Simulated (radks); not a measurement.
Results of a calculation; reference values are marked as such.
Removal energies from the rubidium ion Rb4+, [Ar] 3d10 4s2 4p3, by Delta-SCF beside the eigenvalue of the level emptied. Code: a radial shooting solver on a logarithmic mesh with Libxc functionals. Model: scalar-relativistic Kohn-Sham, BLYP, spin-polarised, spherical densities, finite nucleus; Fermi nuclear charge, rms radius of each element as measured or else 0.836 A^(1/3) + 0.57 fm. Open shells are filled with parallel spins first.

removed from        final configuration  Delta-SCF (eV)  -eigenvalue (eV)
4p                    [Ar] 3d10 4s2 4p2          68.874            61.767
4s                    [Ar] 3d10 4s1 4p3          83.692            76.319
3d                     [Ar] 3d9 4s2 4p3          171.76            155.58
3p            [Ne] 3s2 3p5 3d10 4s2 4p3          292.56            276.50
